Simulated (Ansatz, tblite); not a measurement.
Removing and adding an electron: the cluster Si₂W₂. Charge 0, multiplicity 1. Geometry: PBE0-D4/def2-SVP. Ansatz, gas phase; energy differences of separate SCF runs; the oxidised species was run as a doublet alone; the reduced species was run as a doublet alone.

Cartesian coordinates in Å:
```
W 0.8417 -0.9063 0.3000
W -1.1785 -0.3380 -0.3420
Si -0.3273 0.7013 1.6506
Si 0.6640 0.5430 -1.6086
```

In the def2 sets W takes a core potential; there is no spin–orbit coupling. The xTB rows come from tblite. HOMO above LUMO, or a gap near zero within one spin, warns that the state may not be the lowest or that an electron is smeared out. The structure comes from a short search, and lower isomers may exist.

| level | −HOMO (eV) | vertical IE (eV) | −LUMO (eV) | vertical EA (eV) | HOMO–LUMO gap (eV) | IE − EA (eV) | remarks |
| --- | --- | --- | --- | --- | --- | --- | --- |
| GFN1-xTB | 9.29 | 11.43 | 8.97 | 6.70 | 0.32 | 4.73 | – |
| GFN2-xTB | 9.42 | 12.57 | 9.25 | 6.21 | 0.17 | 6.36 | – |
| PBE-D4/def2-TZVP | 4.98 | 7.42 | 3.39 | – | 1.58 | – | gap within one spin near zero (+1 doublet) |
| PBE-D4/def2-TZVPD | 5.00 | – | 3.41 | 1.22 | 1.58 | – | HOMO above zero (-1 doublet) |
| r2SCAN-D4/def2-TZVP | 5.16 | 7.40 | 3.19 | – | 1.97 | – | spin-contaminated (⟨S²⟩ 0.84) (+1 doublet) |
| r2SCAN-D4/def2-TZVPD | 5.17 | – | 3.20 | 1.28 | 1.97 | – | HOMO above zero (-1 doublet), spin-contaminated (⟨S²⟩ 0.84) (-1 doublet) |
| PBE0-D4/def2-TZVP | 5.80 | 7.34 | 2.40 | – | 3.40 | – | spin-contaminated (⟨S²⟩ 0.88) (+1 doublet) |
| PBE0-D4/def2-TZVPD | 5.81 | – | 2.41 | 1.19 | 3.40 | – | HOMO above zero (-1 doublet), spin-contaminated (⟨S²⟩ 0.85) (-1 doublet) |

   A HOMO above zero means that the electron is unbound at that level or that self-interaction error raises the level; the energy of removing that electron tells which. Raw xTB energy differences between charge states are shifted by several eV; the methods need an empirical correction for them.
